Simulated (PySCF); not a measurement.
Ionisation energy of Ge³¹⁺ by level of theory

Ge³¹⁺ 1s1 (2S) → Ge³²⁺ (bare nucleus), as a difference of total energies. Computed with PySCF 2.14 in an even-tempered Gaussian basis (17 s from 40 bohr⁻², ratio 2.2; 7 p from 60 bohr⁻², ratio 2.4; 4 d from 180 bohr⁻², ratio 2.4; 3 f from 270 bohr⁻², ratio 2.4; 3 g from 410 bohr⁻², ratio 2.4), with the spin-free X2C one-electron Hamiltonian (Gaussian nucleus). The calculations carry no spin-orbit coupling.

```
method  ionisation energy (eV)
   UHF                 14127.4
   LDA                 14089.7
   PBE                 14122.9
  PBE0                 14124.0
r2SCAN                 14127.9
M06-2X                 14127.4
 M06-L                 14130.8
```

For one electron Hartree-Fock is exact for this Hamiltonian up to the basis; QED and nuclear recoil make up the gap, and the density functionals add self-interaction.

For comparison: 14119.4 eV (theoretical estimate listed by NIST; NIST Atomic Spectra Database, ionization energies).
